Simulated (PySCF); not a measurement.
## Selenium: a sound run and one with changed settings

Sound run: Se⁺ [Ar] 3d10 4s2 4p3, Se²⁺ [Ar] 3d10 4s2 4p2. All numbers are calculated (PySCF 2.14, scalar relativity by spin-free X2C-1e, in aug-cc-pVDZ-DK). In the sound run the correlated levels freeze [Ar] 3d10. The sound run starts from symmetry-adapted Hartree-Fock orbitals and uses a fine grid where one is needed.

Changed run: a valence shell is frozen. This setting is unsound on purpose.

```tsv
species	method	sound run (hartree)	changed run (hartree)	converged
Se⁺	MP2	-2427.70519	-2427.66134	yes
Se⁺	CCSD(T)	-2427.72077	-2427.66604	yes
Se²⁺	MP2	-2426.92590	-2426.88632	yes
Se²⁺	CCSD(T)	-2426.94297	-2426.88814	yes
```

Ionisation energy of Se⁺:

```csv
method,sound run (eV),changed run (eV)
UHF,20.841,20.841
MP2,21.206,21.089
SCS-MP2,21.078,20.924
CCSD,21.159,21.167
CCSD(T),21.165,21.168
```

Freezing a valence shell removes pair correlation that changes on ionisation.

For comparison, NIST gives 21.196 ± 0.01 eV between the lowest levels.
